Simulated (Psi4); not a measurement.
H$_{18}$N$_{6}$Ni (SMILES [NH3]->[Ni+2](<-[NH3])(<-[NH3])(<-[NH3])(<-[NH3])<-[NH3]), charge +2, triplet, geometry from GFN2-xTB (such geometries of metal compounds can be far from the true shape); HF/3-21G run with Psi4.

Input for Psi4:
```
memory 2 GB

molecule mol {
2 3
  Ni    0.000077   -0.000002   -0.000025
  N    -1.805832   -1.140822    0.466112
  H    -2.532663   -0.573496    0.898391
  H    -1.605052   -1.896496    1.119199
  H    -2.223772   -1.570239   -0.357424
  N    -0.534824   -0.024796   -2.120027
  H    -1.510557    0.234203   -2.256632
  H    -0.414587   -0.942934   -2.544098
  H     0.015509    0.626404   -2.676778
  N     0.412279    0.055745    2.146534
  H     0.729143   -0.839927    2.513227
  H    -0.422506    0.303294    2.675486
  H     1.126491    0.739181    2.391947
  N     1.871364    1.065205   -0.380143
  H     1.826711    2.045840   -0.108635
  H     2.147895    1.047656   -1.360042
  H     2.641919    0.652361    0.143050
  N     1.108031   -1.865993   -0.266390
  H     1.717650   -2.082719    0.520038
  H     1.706000   -1.823297   -1.090161
  H     0.497093   -2.671386   -0.390909
  N    -1.051275    1.910677    0.154001
  H    -0.792350    2.534827   -0.608451
  H    -0.843391    2.405607    1.019553
  H    -2.063890    1.811059    0.112335
}

set basis 3-21g
set reference uhf

energy('scf')
print_variables()
```

It wrote (shortened):

```
   => Loading Basis Set <=

    Name: 3-21G
    Role: ORBITAL
    Keyword: BASIS

         ---------------------------------------------------------
                                   SCF
               by Justin Turney, Rob Parrish, Andy Simmonett
                          and Daniel G. A. Smith
                              UHF Reference
         ---------------------------------------------------------

  ==> Geometry <==

    Molecular point group: c1
    Full point group: C1

    Geometry (in Angstrom), charge = 2, multiplicity = 3:

       Center              X                  Y                   Z               Mass
    ------------   -----------------  -----------------  -----------------  -----------------
         NI           0.000073861620    -0.000002285415    -0.000024166962    57.935342410000
         N           -1.805835138380    -1.140822285415     0.466112833038    14.003074004430
         H           -2.532666138380    -0.573496285415     0.898391833038     1.007825032230
         H           -1.605055138380    -1.896496285415     1.119199833038     1.007825032230
         H           -2.223775138380    -1.570239285415    -0.357423166962     1.007825032230
         N           -0.534827138380    -0.024796285415    -2.120026166962    14.003074004430
         H           -1.510560138380     0.234202714585    -2.256631166962     1.007825032230
         H           -0.414590138380    -0.942934285415    -2.544097166962     1.007825032230
         H            0.015505861620     0.626403714585    -2.676777166962     1.007825032230
         N            0.412275861620     0.055744714585     2.146534833038    14.003074004430
         H            0.729139861620    -0.839927285415     2.513227833038     1.007825032230
         H           -0.422509138380     0.303293714585     2.675486833038     1.007825032230
         H            1.126487861620     0.739180714585     2.391947833038     1.007825032230
         N            1.871360861620     1.065204714585    -0.380142166962    14.003074004430
         H            1.826707861620     2.045839714585    -0.108634166962     1.007825032230
         H            2.147891861620     1.047655714585    -1.360041166962     1.007825032230
         H            2.641915861620     0.652360714585     0.143050833038     1.007825032230
         N            1.108027861620    -1.865993285415    -0.266389166962    14.003074004430
         H            1.717646861620    -2.082719285415     0.520038833038     1.007825032230
         H            1.705996861620    -1.823297285415    -1.090160166962     1.007825032230
         H            0.497089861620    -2.671386285415    -0.390908166962     1.007825032230
         N           -1.051278138380     1.910676714585     0.154001833038    14.003074004430
         H           -0.792353138380     2.534826714585    -0.608450166962     1.007825032230
         H           -0.843394138380     2.405606714585     1.019553833038     1.007825032230
         H           -2.063893138380     1.811058714585     0.112335833038     1.007825032230

  Running in c1 symmetry.

  Rotational constants: A =      0.04710  B =      0.04698  C =      0.04696 [cm^-1]
  Rotational constants: A =   1412.14001  B =   1408.56397  C =   1407.92107 [MHz]
  Nuclear repulsion =  681.407986501582400

  Charge       = 2
  Multiplicity = 3
  Electrons    = 86
  Nalpha       = 44
  Nbeta        = 42

  ==> Algorithm <==

  SCF Algorithm Type is DF.
  DIIS enabled.
  MOM disabled.
  Fractional occupation disabled.
  Guess Type is SAD.
  Energy threshold   = 1.00e-06
  Density threshold  = 1.00e-06
  Integral threshold = 1.00e-12

  ==> Primary Basis <==

  Basis Set: 3-21G
    Blend: 3-21G
    Number of shells: 77
    Number of basis functions: 119
    Number of Cartesian functions: 119
    Spherical Harmonics?: false
    Max angular momentum: 2

   => Loading Basis Set <=

    Name: (3-21G AUX)
    Role: JKFIT
    Keyword: DF_BASIS_SCF

  ==> Integral Setup <==

  SCF_SUBTYPE=INCORE selected. In-core MEM_DF algorithm will be used.
  Using in-core AOs.

  ==> MemDFJK: Density-Fitted J/K Matrices <==

    J tasked:                   Yes
    K tasked:                   Yes
    wK tasked:                   No
    Algorithm:                 Core
    Schwarz Cutoff:           1E-12
    Mask sparsity (%):       6.1295
    Fitting Condition:        1E-10

   => Auxiliary Basis Set <=

  Basis Set: (3-21G AUX)
    Blend: DEF2-UNIVERSAL-JKFIT
    Number of shells: 316
    Number of basis functions: 1295
    Number of Cartesian functions: 1295
    Spherical Harmonics?: false
    Max angular momentum: 6

  Minimum eigenvalue in the overlap matrix is 4.7334057900E-03.
  Reciprocal condition number of the overlap matrix is 9.5027151271E-04.
    Using symmetric orthogonalization.

  ==> Pre-Iterations <==

  SCF Guess: Superposition of Atomic Densities via on-the-fly atomic UHF (no occupation information).

   -------------------------
    Irrep   Nso     Nmo
   -------------------------
     A        119     119
   -------------------------
    Total     119     119
   -------------------------

  ==> Iterations <==

                           Total Energy        Delta E     RMS |[F,P]|

   @DF-UHF iter SAD: -1831.33668149410937   -1.83134e+03   0.00000e+00
   @DF-UHF iter   1: -1830.28651594942585    1.05017e+00   3.20490e-02 ADIIS/DIIS
   @DF-UHF iter   2: -1806.00882445865955    2.42777e+01   4.63087e-02 ADIIS/DIIS
   @DF-UHF iter   3: -1832.73599460560558   -2.67272e+01   1.55479e-02 ADIIS/DIIS
   @DF-UHF iter   4: -1834.44186307417294   -1.70587e+00   3.25620e-03 ADIIS/DIIS
   @DF-UHF iter   5: -1834.63842271750718   -1.96560e-01   1.15746e-03 ADIIS/DIIS
   @DF-UHF iter   6: -1834.65695311899162   -1.85304e-02   4.22003e-04 ADIIS/DIIS
   @DF-UHF iter   7: -1834.65886785956286   -1.91474e-03   1.86824e-04 ADIIS/DIIS
   @DF-UHF iter   8: -1834.65932639239736   -4.58533e-04   5.10619e-05 DIIS
   @DF-UHF iter   9: -1834.65937794500928   -5.15526e-05   1.94482e-05 DIIS
   @DF-UHF iter  10: -1834.65938768511569   -9.74011e-06   8.78091e-06 DIIS
   @DF-UHF iter  11: -1834.65938925174919   -1.56663e-06   2.80397e-06 DIIS
   @DF-UHF iter  12: -1834.65938937656256   -1.24813e-07   2.11132e-06 DIIS
   @DF-UHF iter  13: -1834.65938942464527   -4.80827e-08   9.73371e-07 DIIS
  Energy and wave function converged.

  ==> Post-Iterations <==

   @Spin Contamination Metric:   9.453683265E-04
   @S^2 Expected:                2.000000000E+00
   @S^2 Observed:                2.000945368E+00
   @S   Expected:                1.000000000E+00
   @S   Observed:                1.000000000E+00

    Orbital Energies [Eh]
    ---------------------

    Alpha Occupied:

[...]
    Alpha Virtual:

[...]
    Beta Occupied:

[...]
    Beta Virtual:

[...]
    Final Occupation by Irrep:
              A
    DOCC [    42 ]
    SOCC [     2 ]
    NA   [    44 ]
    NB   [    42 ]

  @DF-UHF Final Energy: -1834.65938942464527

   => Energetics <=

    Nuclear Repulsion Energy =            681.4079865015823998
    One-Electron Energy =               -3875.9935935642802178
    Two-Electron Energy =                1359.9262176380525489
    Total Energy =                      -1834.6593894246452692

  UHF NO Occupations:
  HONO-2 :   42  A 1.9999038
  HONO-1 :   43  A 1.0000000
  HONO-0 :   44  A 1.0000000
  LUNO+0 :   45  A 0.0000962
  LUNO+1 :   46  A 0.0000962
  LUNO+2 :   47  A 0.0000548
  LUNO+3 :   48  A 0.0000544

Computation Completed

Properties will be evaluated at   0.000000,   0.000000,   0.000000 [a0]

Properties computed using the SCF density matrix

 Multipole Moments:

 ------------------------------------------------------------------------------------
     Multipole            Electronic (a.u.)      Nuclear  (a.u.)        Total (a.u.)
 ------------------------------------------------------------------------------------

 L = 1.  Multiply by 2.5417464519 to convert [e a0] to [Debye]
 Dipole X            :          0.0009744           -0.0005219            0.0004525
 Dipole Y            :          0.0000093           -0.0000588           -0.0000495
 Dipole Z            :         -0.0003960            0.0001480           -0.0002480
 Magnitude           :                                                    0.0005184

 ------------------------------------------------------------------------------------

  Variable Map:
  ----------------------------------------------------------------------------
[...]
  Array Variable Map:
  ----------------------------------------------------------------------------
[...]
[...]
```
